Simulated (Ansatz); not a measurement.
BH₅O₃Si, SMILES `OB(O)O[SiH3]` at its PBE0-D4/def2-TZVP geometry, where that method's forces vanish. Total charge 0; spin multiplicity 1.

```xyz
10

O     0.2811    1.5775    0.5675
B     0.7732    0.6346   -0.2874
O     1.8906    0.9055   -1.0247
O     0.1389   -0.5693   -0.3927
Si   -1.2091   -1.1343    0.3784
H     0.8004    2.3844    0.5648
H     2.1399    0.1691   -1.5869
H    -0.9955   -1.1725    1.8465
H    -2.3861   -0.2865    0.0644
H    -1.4333   -2.5086   -0.1300
```

(1) What forces (eV/Å) does ωB97M-V/def2-TZVPP give on these atoms in Ansatz? (An estimate is asked.)

## Answers

(1) The calculation gave: 
```
O1  -0.049  0.166  0.121
B2   0.015 -0.010 -0.017
O3   0.158 -0.006 -0.127
O4  -0.026 -0.135 -0.047
Si5 -0.206 -0.103  0.109
H6  -0.030 -0.034  0.007
H7  -0.007  0.041  0.026
H8  -0.023  0.010 -0.175
H9   0.144 -0.096  0.038
H10  0.024  0.167  0.065
```
